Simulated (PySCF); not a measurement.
H₃OSi, SMILES [OH+]=[SiH2], charge +1.

Geometry: B3LYP-D3(BJ)/def2-TZVP. The isomer is the one that the SMILES or the coordinates give; other isomers of the formula were not compared.

Two levels are set side by side: PBE/def2-TZVPD (PySCF) and ωB97X/def2-TZVPD (PySCF). Same geometry, gas phase. Differences are taken from unrounded values.

| quantity | PBE |
|---|---|
| orbital gap (eV) | 5.40 |
| highest occupied level (eV) | -15.23 |
| lowest empty level (eV) | -9.83 |
| mean polarisability (bohr³) | 24.4 |

Task: These are the PBE values. What does ωB97X give? (An estimate is asked for; the answer gives what the named calculation found.)

Result: 
```
quantity                      ωB97X  PBE minus ωB97X
---------------------------  ------  ---------------
orbital gap (eV)              12.62            -7.22
highest occupied level (eV)  -19.21             3.98
lowest empty level (eV)       -6.59            -3.24
mean polarisability (bohr³)    23.3              1.1
```

Without exact exchange PBE keeps part of each electron's self-repulsion, which lifts occupied levels and narrows the gap. Loosely held outer electrons make PBE densities more polarisable. Differences between two approximate levels are no errors against the true value.

Rough cost on one machine, each run with all the roots and properties that it gave: ωB97X against PBE within a factor of 2.
